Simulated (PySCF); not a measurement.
Diboron tetrafluoride, B₂F₄.
Numbering: `[F:1][B:2]([F:3])[B:4]([F:5])[F:6]`

Method: PySCF 2.14.0, PBE0-D3(BJ)/def2-SVP geometry optimisation, gas phase.

Q: List the bond lengths, angles and torsions at this level.

A: 
```json
{"bond": "F1–B2 and 3 like bonds", "length (bohr)": "2.491"}
{"bond": "B2–B4", "length (bohr)": "3.256"}
```

Bonds in one row agree within 0.02 bohr and their mean is given. A selection of angles:
```json
{"angle": "F1–B2–F3", "degrees": "116.7"}
{"angle": "F1–B2–B4", "degrees": "121.8"}
```

Dihedral angles: F1–B2–B4–F5 -89° (synclinal).

All 4 B–F bonds measure 1.318 Å. B2 (three-coordinate boron) is planar (angles 121.8°, 121.5° and 116.7°, sum 360.0°, 0.00 Å off the plane of its three neighbours).

Point group: D2d (every atom within 0.08 Å of its image). Whether it is a minimum is left open (no frequencies).

Time: 15 s; peak memory 0.34 GiB. Hardware: an Arm Neoverse V2 with one thread (shared host). These figures are those of the optimisation.
